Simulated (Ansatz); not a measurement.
`B[S][GeH3]` + `CCO` → `CC[O][GeH3]` + `BS` at 400 K and 1 bar (ligand exchange at a Ge–S bond).

Isolated molecules relaxed with PBE0-D4/def2-TZVP in Ansatz; ΔE leaves out vibrations. CCSD(T)/CBS adds triple-zeta CCSD(T) − MP2 to the extrapolated MP2 energy (def2 sets, frozen cores). This one scheme is used for every species. For Ge outer-core shells are correlated without core-valence functions, which leaves a few kJ/mol of doubt a bond. Scalar relativity is left out up to krypton. One conformer a species, not always the lowest.

```tsv
species	CCSD(T)/CBS energy (Eh)	H − E (kJ/mol)	S (J/(mol·K))
`B[S][GeH3]`	-2501.70931	148.3	352.5
`CCO`	-154.88256	231.6	290.7
`CC[O][GeH3]`	-2232.20346	276.9	373.6
`BS`	-424.38198	95.9	260.4
```

H − E and S are ideal-gas, rigid-rotor, harmonic terms from PBE0-D4/def2-TZVP, for one conformer and one mirror image of each species. 1 Eh = 2625.50 kJ/mol, R = 8.31446 J/(mol·K).

Task: By hand: ΔE, ΔH, ΔS and ΔG.

Result: ΔE = (-2232.20346) + (-424.38198) − (-2501.70931) − (-154.88256) = 0.00643 Eh = 16.9 kJ/mol. Δ(H − E) = 276.9 + 95.9 − 148.3 − 231.6 = -7.1, so ΔH = 9.8 kJ/mol. ΔS = 373.6 + 260.4 − 352.5 − 290.7 = -9.2 J/(mol·K). ΔG = 9.8 − 400 × (-9.2)/1000 = 13.5 kJ/mol.

Task: By hand: the equilibrium constant, and the temperature at which ΔG would vanish if ΔH and ΔS stayed fixed.

Result: log₁₀ K = −ΔG/(RT ln 10) = -1.8. ΔH and −TΔS have one sign here, so there is no such temperature.

TΔS isn't small against ΔH here. A doubt of 5 kJ/mol in ΔE shifts log₁₀ K by 0.7 here. Other conformers and mirror images would add mixing entropy, several J/(mol·K) or more a flexible species. Modes under 60 cm⁻¹, often nearly free rotors, make the harmonic entropy too high. These are equilibria of isolated gas molecules and say nothing of rates. Largest T1 diagnostic: 0.015 (customary marks: 0.02 for closed shells, 0.045 for open ones).

ΔS is within the doubt of such terms, so its sign, and with it that verdict, could turn.
